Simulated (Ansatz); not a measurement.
PBE exchange is replaced step by step with exact exchange (0 % is PBE, 25 % PBE0; no dispersion term), basis def2-TZVPD, Ansatz. System: the cluster Nb2O2⁻ (the lowest doublet isomer of a short search). Total charge -1; doublet. Geometry: r2SCAN-D4/def2-TZVPD.

Geometry of the doublet:

```
atom   x (Å)   y (Å)   z (Å)
 Nb1   1.084  -1.071   0.272
 Nb2   0.318   1.358   0.581
  O3  -1.179   1.391  -0.228
  O4  -0.223  -1.678  -0.625
```

In the def2 sets Nb takes a core potential; there is no spin–orbit coupling. At PBE-D4/def2-TZVPD, PBE with 5 % exact exchange/def2-TZVPD, PBE with 10 % exact exchange/def2-TZVPD, PBE with 15 % exact exchange/def2-TZVPD the highest occupied level of the charge -1 doublet lies above zero (up to 0.49 eV). Its loss leaves the charge 0 singlet, which lies 1.38 eV higher (vertical, at PBE-D4/def2-TZVPD), but this difference is unsure: the singlet is doubtful (geometry relaxed on an unsound state). At PBE with 10 % exact exchange/def2-TZVPD, PBE with 15 % exact exchange/def2-TZVPD, PBE0-D4/def2-TZVPD, PBE with 35 % exact exchange/def2-TZVPD and others the charge -1 doublet is spin-contaminated (final ⟨S²⟩ up to 2.10, 0.75 for a pure state). The geometry of the doublet was relaxed on an unsound state (⟨S²⟩ 1.36, where a pure state has 0.75). The order of the spin states hangs on the level: the quartet lies 0.06 eV below the doublet at PBE0-D4/def2-TZVPD, but 0.11 eV above it at PBE-D4/def2-TZVPD. The doublet is doubtful at PBE0-D4/def2-TZVPD (⟨S²⟩ 1.54, where a pure state has 0.75). The structure comes from a short search, and lower isomers may exist.

HOMO and LUMO are taken over both spins.

```csv
exact exchange (%),HOMO (eV),LUMO (eV),gap (eV),⟨S²⟩
0,0.49,1.02,0.53,0.802
5,0.36,1.18,0.82,0.819
10,0.28,1.31,1.03,1.056
15,0.19,1.46,1.27,1.242
25,-0.03,1.75,1.78,1.543
35,-0.27,2.00,2.27,1.794
```

Q: Estimate the row for 50 %.

A: 
```csv
exact exchange (%),HOMO (eV),LUMO (eV),gap (eV),⟨S²⟩
50,-0.64,2.35,3.00,2.100
```
